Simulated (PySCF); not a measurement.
# Interval between two levels of Cr by level of theory

Cr [Ar] 3d5 4s1 [7S3, M_J = 3] → Cr [Ar] 3d4 4s1 4p1 [7F6, M_J = 6], as a difference of total energies. All numbers are calculated (PySCF 2.14, the two-component X2C-1e Hamiltonian, in x2c-TZVPall-2c with one added diffuse shell each of s, p, d type (7s8p5d1f, 63 functions)). Correlated levels: [Ne] frozen; the 6 highest virtual spinors dropped. "Screened" scales the spin-orbit matrix elements by Boettger's factors to mimic the two-electron term; Breit and QED terms are absent.

Order these methods by the interval between two levels they give, lowest first.
A. GMP2 (screened spin-orbit)
B. GMP2 (spin-free)
C. GHF (screened spin-orbit)
D. GHF (spin-free)

D (15873 cm⁻¹), C (16242 cm⁻¹), B (25234 cm⁻¹), A (25615 cm⁻¹).

Errors of the correlated levels include the incompleteness of this basis and the frozen core.

The labels give the starting determinants; with spin-orbit coupling the two ends relaxed to ⟨J²⟩ = 12.00, ⟨L²⟩ = 0.00, ⟨S²⟩ = 12.00 and ⟨J²⟩ = 42.02, ⟨L²⟩ = 12.02, ⟨S²⟩ = 12.00.

For comparison: 25771 cm⁻¹ (measured; NIST Handbook of Basic Atomic Spectroscopic Data (Sansonetti and Martin, J. Phys. Chem. Ref. Data 34, 1559 (2005))).
